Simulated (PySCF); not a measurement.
Electronic structure of O⁺ (oxygen, charge +1) at the r2SCAN0 level

Configuration: [He] 2s1 2p3 3d1, high-spin 6D determinant (an excited configuration). Calculation: PySCF 2.14, in x2c-QZVPPall with one added diffuse shell each of s, p, d, f type (8s5p4d3f1g, 73 functions); the spin-free X2C one-electron Hamiltonian (Gaussian nucleus).

```json
{
  "Total energy": "-73.2540 hartree",
  "One-electron energy": "-94.6471 hartree",
  "Hartree (Coulomb) energy": "29.3489 hartree",
  "Exchange-correlation energy": "-7.9557 hartree",
  "⟨S²⟩": "8.7500",
  "⟨L²⟩": "6.002",
  "Sum of ⟨r⟩": "7.535 bohr",
  "Sum of ⟨r²⟩": "15.79 bohr²",
  "Traceless quadrupole moment −½Σ⟨3z² − r²⟩ along its main axis": "3.08 e·bohr²",
  "Langevin diamagnetic susceptibility": "-12.5 ×10⁻⁶ cm³/mol"
}
```

```
shell  electrons  mean orbital energy (eV)  spread (eV)  rms radius, mean of both spins (bohr)
 1s α          1                   -564.47            0                                  0.231
 1s β          1                   -559.77            0                                  0.231
 2s α          1                   -57.368            0                                   1.11
 2p α          3                   -40.282        0.147                                   1.11
 3d α          1                    -3.153            0                                   3.28
```

The outer electron is Rydberg-like, and this basis confines it to a smaller radius and binds it less than a complete one would.
